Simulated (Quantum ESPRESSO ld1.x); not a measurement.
Species: the tungsten ion W+. Configuration: [Xe] 4f14 5d4 6s1. Calculated with ld1.x of Quantum ESPRESSO 7.5: Dirac Kohn-Sham, exchange-only PBE, spin-unpolarised, spherical densities, point nucleus; open shells fill j = l - 1/2 first. Some entries of the table are withheld. Estimate them.

orbital,occ.,eigenvalue (hartree),r(max) (bohr),<1/r> (bohr^-1)
1s1/2,2,-2550.67,0.01145,87.13
2s1/2,2,-440.111,0.06586,21.20
2p1/2,2,-420.834,0.04896,21.15
2p3/2,4,-371.113,0.05580,17.77
3s1/2,2,-101.511,0.1855,7.779
3p1/2,2,-92.9364,0.1737,7.692
3p3/2,4,-82.1851,0.1877,6.817
3d3/2,4,-67.7682,0.1470,6.711
3d5/2,6,-65.4303,0.1509,6.504
4s1/2,2,-21.1025,0.4210,3.269
4p1/2,2,-17.5487,0.4208,3.158
4p3/2,4,-15.0562,0.4504,2.853
4d3/2,4,-9.22518,0.4471,2.638
4d5/2,6,-8.76603,0.4564,2.565
5s1/2,2,-3.11553,0.9636,1.263
5p1/2,2,-2.06610,1.034,1.131
5p3/2,4,-1.70671,1.119,1.022
4f5/2,6,-1.47303,0.4261,2.099
4f7/2,8,-1.39087,0.4311,2.068
6s1/2,1,-0.41775,2.595,0.4184
5d3/2,4,-0.40299,1.471,0.6699
5d5/2,0,-0.37552,1.521,0.6429
6p1/2,0,-0.25069,3.239,0.3241
6p3/2,0,-0.22506,3.560,0.2962
7s1/2,0,-0.11865,6.698,(1)
6d3/2,0,-0.08189,6.407,0.1701
6d5/2,0,-0.07999,6.544,0.1679
5f5/2,0,-0.03600,(2),0.08850
5f7/2,0,-0.03600,(3),0.08848

Answer. 
(1) 7s1/2 <1/r> (bohr^-1): 0.1766
(2) 5f5/2 r(max) (bohr): 11.14
(3) 5f7/2 r(max) (bohr): 11.15
